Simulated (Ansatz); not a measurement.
Consider the cleavage of the Si–Ga bond: `[NH2][GaH][SiH3]` + `C=C(O)Cl` → `C=C(Cl)O[SiH3]` + `[NH2][GaH2]`.

Computed with Ansatz on PBE0-D4/def2-TZVP structures; ΔE is electronic, products minus reactants. CCSD(T)/CBS is the MP2 limit (def2-TZVPP, def2-QZVPP) plus CCSD(T) − MP2 in def2-TZVPP, frozen cores. DFT in def2-TZVPP. B3LYP here is the variant with VWN-RPA as its local correlation; programs differ in this. For Ga outer-core shells are correlated without core-valence functions, which leaves a few kJ/mol of doubt a bond. Scalar relativity is left out up to krypton. Each species was taken in one conformer, which may not be the lowest.

`[NH2][GaH][SiH3]`:

```xyz
9

N    -1.757    0.408    0.805
Ga   -0.094   -0.319    0.898
Si    1.295   -0.118   -1.052
H    -2.425    0.385    1.557
H    -2.120    0.881   -0.005
H     0.262   -1.008    2.259
H     2.549    0.624   -0.740
H     0.601    0.606   -2.154
H     1.690   -1.459   -1.567
```

`C=C(O)Cl`:

```xyz
7

C     0.213   -0.863   -0.208
C    -0.300    0.255    0.288
O     0.038    1.517   -0.028
Cl   -1.541    0.252    1.474
H    -0.140   -1.827    0.124
H     0.996   -0.824   -0.956
H     0.734    1.489   -0.693
```

`C=C(Cl)O[SiH3]`:

Cartesian coordinates in Å:
```
C 1.075 -1.664 -0.811
C 0.686 -0.551 -0.210
Cl 1.831 0.474 0.614
O -0.573 -0.121 -0.176
Si -1.207 1.249 0.537
H 2.112 -1.963 -0.804
H 0.340 -2.278 -1.312
H -2.648 1.151 0.219
H -0.623 2.474 -0.057
H -0.993 1.230 2.003
```

`[NH2][GaH2]`:

Cartesian coordinates in Å:
```
N -0.341 -0.793 -0.404
Ga 0.308 0.716 0.364
H 0.055 -1.708 -0.269
H -1.139 -0.816 -1.015
H 1.558 0.555 1.285
H -0.441 2.047 0.039
```

| level | ΔE (kcal/mol) | difference from CCSD(T)/CBS |
| --- | --- | --- |
| PBE-D4 | -11.1 | 4.6 |
| r2SCAN-D4 | -14.9 | 0.8 |
| PBE0-D4 | -12.5 | 3.2 |
| B3LYP-D4 | -16.3 | -0.6 |
| ωB97X-V | -16.0 | -0.3 |
| ωB97M-V | -16.6 | -0.9 |
| B2PLYP | -16.6 | -0.9 |
| PBE | -10.5 | 5.2 |
| r2SCAN | -14.7 | 1.0 |
| PBE0 | -12.0 | 3.7 |
| B3LYP | -15.4 | 0.3 |
| HF/def2-TZVPP | -20.1 | -4.4 |
| MP2/def2-TZVPP | -17.7 | -2.0 |
| SCS-MP2/def2-TZVPP | -18.5 | -2.8 |
| CCSD/def2-TZVPP | -16.2 | -0.5 |
| CCSD(T)/def2-TZVPP | -15.9 | -0.2 |
| HF/def2-QZVPP | -20.7 | -5.0 |
| MP2/def2-QZVPP | -17.9 | -2.2 |
| SCS-MP2/def2-QZVPP | -18.6 | -2.9 |
| HF/CBS(def2) | -20.8 | -5.1 |
| MP2/CBS(def2) | -17.6 | -1.9 |
| CCSD/CBS(def2) | -16.1 | -0.4 |
| CCSD(T)/CBS | -15.7 | 0 |

Largest T1 diagnostic among the species: 0.015.

From PBE to PBE0 (25 % exact exchange), in def2-TZVPP and without D4, ΔE moves by −1.4 kcal/mol. The D4 term adds −0.9 kcal/mol with B3LYP and −0.5 kcal/mol with PBE0; it sums over pairs of atoms, weighted by their polarisabilities, and B3LYP, whose exchange is more repulsive, gets the larger term. In def2-TZVPP, CCSD(T) changes the Hartree–Fock value by +4.3 kcal/mol (the triples alone add +0.4 kcal/mol) and MP2 by +2.4 kcal/mol.
